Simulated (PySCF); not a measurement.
**Field gradients at the hydrogen positions**

Compound: C5H13NO2Si.
Geometry (GFN2-xTB, Å), atoms numbered from 1 in this order:
```xyz
22
C5H13NO2Si angstrom
C     -2.6589   -0.4473    0.9113
C     -1.4499   -0.5176   -0.0116
C     -0.1950    0.0624    0.6702
O     -0.3855    1.3861    1.0005
Si    -0.0158    2.7206    0.1319
C      0.9746   -0.0909   -0.2948
O      1.3267    0.8316   -1.0013
N      1.5415   -1.3096   -0.3235
C      2.6305   -1.6442   -1.2119
H     -2.5147   -1.0839    1.7817
H     -3.5557   -0.7700    0.3883
H     -2.7980    0.5757    1.2503
H     -1.2579   -1.5509   -0.3113
H     -1.6366    0.0754   -0.9086
H      0.0086   -0.4917    1.6002
H      1.3918    3.1002    0.1821
H     -0.5586    2.7185   -1.2236
H     -0.7920    3.6302    0.9806
H      1.2188   -2.0214    0.3121
H      2.8279   -0.7706   -1.8303
H      3.5283   -1.8958   -0.6449
H      2.3596   -2.4873   -1.8492
```

Level: PBE0/pcSseg-1 (PySCF, non-relativistic); Q(2H) = 0.00286 b; rigid geometry, the same for H and D, with no vibrational averaging.

Question: Rank these positions by the coupling χzz of a deuteron there, largest first.
A. H19 (amide N–H hydrogen)
B. H18 (Si–H hydrogen)
C. H11 (methyl hydrogen)
D. H22 (methyl hydrogen)
E. H15 (methine hydrogen)

Answer: A (274 kHz), C (213 kHz), D (204 kHz), E (187 kHz), B (107 kHz).

Give the electric field gradient Vzz (the principal value of largest size), its asymmetry and the 2H coupling at each hydrogen.

| atom | bonded to | bond length (Å) | Vzz (au) | η | χzz (kHz) |
| --- | --- | --- | --- | --- | --- |
| H10 | C1 | 1.088 | 0.3149 | 0.03 | 212 |
| H11 | C1 | 1.087 | 0.3169 | 0.02 | 213 |
| H12 | C1 | 1.087 | 0.3121 | 0.02 | 210 |
| H13 | C2 | 1.093 | 0.3026 | 0.04 | 203 |
| H14 | C2 | 1.091 | 0.3006 | 0.03 | 202 |
| H15 | C3 | 1.102 | 0.2785 | 0.06 | 187 |
| H16 | Si5 | 1.459 | 0.1651 | 0.07 | 111 |
| H17 | Si5 | 1.460 | 0.1646 | 0.07 | 111 |
| H18 | Si5 | 1.466 | 0.1599 | 0.02 | 107 |
| H19 | N8 | 1.007 | 0.4082 | 0.20 | 274 |
| H20 | C9 | 1.088 | 0.2981 | 0.05 | 200 |
| H21 | C9 | 1.091 | 0.3023 | 0.06 | 203 |
| H22 | C9 | 1.091 | 0.3029 | 0.06 | 204 |

Average by the element that carries the hydrogen.

on C: 204 kHz over 9 positions, mean bond length 1.091 Å; on Si: 110 kHz over 3 positions, mean bond length 1.462 Å; on N: 274 kHz over 1 position, mean bond length 1.007 Å.

How does χzz go with the bond length over the 9 C–H bonds?

A straight-line fit has a slope of -15.4 kHz for each 0.01 Å, with a correlation coefficient of -0.91, over lengths from 1.087 to 1.102 Å. The longer bonds have the smaller couplings here.

A static deuteron (I = 1) shows a doublet split by (3/2)χ, (3/4)χ(1 + η) and (3/4)χ(1 − η) with the field along z, y and x of the gradient. What are these for H22?

With |χ| = 203.6 kHz and η = 0.063: 305, 162 and 143 kHz, to first order and without motion.

Geometry: GFN2-xTB, one conformer, isolated molecule. GFN2-xTB bond lengths can be off by several hundredths of an ångström, more for odd bonds, and the gradients follow them. With so small a basis the couplings can be 20 % off.
